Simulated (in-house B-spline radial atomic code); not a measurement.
Two electrons outside the [Ne] 3s2 3p6 core: Fe VII (Fe6+)

Computed with an all-electron radial atomic-structure program (B-spline basis): configuration interaction (CI) of the two valence electrons in the field of the frozen Dirac-Fock core, alone and with many-body perturbation theory for the core (screened one- and two-electron correlation potentials), Breit and QED terms; no-pair Dirac Hamiltonian, finite nucleus. Labels give the configuration (outer n counted up each series) and the leading LS term, or the jj pair where no LS term holds 70 %.

The lowest nd levels tend to come out too strongly bound in this method, by some 0.05 to 0.2 eV for each d electron where measurements exist, which shifts their lines and rates.

Command:
```bash
python run_mb.py task.json out
```
Settings (nuclear radius in fm, box in bohr, cutoff in hartree):
```
basis_form          3
Z                   26
core_configuration  [Ne] 3s2 3p6
rms_radius          3.7377
mass_number         56
speed_of_light      137.036
box_radius          11.25
lmax                6
intervals           63
virtual_cutoff      1352.0
```

Time taken, with all properties: 2.1 min on 1 thread of Arm Neoverse N1, with other jobs on the host.

Excitation energies (cm⁻¹):

```tsv
level	purity of the LS term	CI alone	CI + MBPT + Breit + QED	Landé g of the LS mixture
3d2 3F2	0.997	0	0	0.67
3d2 3F3	1.0	1041	1037	1.08
3d2 3F4	0.999	2342	2306	1.25
3d2 1D2	0.931	?	?	?
3d2 3P0	0.999	22303	20719	-
3d2 3P1	1.0	22675	21100	1.50
3d2 3P2	0.934	23508	21932	1.47
3d2 1G4	0.999	30361	29025	1.00
3d2 1S0	0.999	?	?	?
```

(1) Where does 3d2 1S0 lie?

(2) Where does 3d2 1D2 lie?

(3) What is the first ionisation energy?

## Answers

(1) 67944 cm⁻¹ in CI alone and 69658 cm⁻¹ with all corrections.

(2) 18786 cm⁻¹ in CI alone and 18061 cm⁻¹ with all corrections; g = 1.03.

(3) 125 eV to the 3d3/2 state of the next ion (121 eV from CI alone). NIST lists 124.9671 ± 0.0025 eV (measured).
